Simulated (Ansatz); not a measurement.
Calculated with Ansatz (gas phase, PBE0-D4/def2-TZVP geometries, no zero-point term in ΔE). CCSD(T)/CBS adds triple-zeta CCSD(T) − MP2 to the extrapolated MP2 energy (def2 sets, frozen cores). This one scheme is used for every species. DFT in def2-TZVPP. One conformer a species, not always the lowest.

Consider the substitution at a C–C bond: `CC(C)C` + `N[Si](F)(F)F` → `CN[Si](F)(F)F` + `CCC`.

```tsv
level	ΔE (kJ/mol)
PBE0-D4	42.3
BHLYP	39.2
```

Task: What does CCSD(T)/CBS give? (Best estimate.)

Result: The calculation gave: +47.6 kJ/mol. The listed levels differ from it by -5.3, -8.4 kJ/mol.

Largest T1 diagnostic among the species: 0.011.

In def2-TZVPP, CCSD(T) changes the Hartree–Fock value by +9.9 kJ/mol (the triples alone add +1.3 kJ/mol) and MP2 by +14.3 kJ/mol. Leaving LDA and LC-ωPBE aside and taking each functional with its dispersion term where it has one, the values, not all of them listed here, spread over 9.6 kJ/mol, from BLYP-D4 to B97M-V. LDA lies +6.8 kJ/mol from PBE without D4.
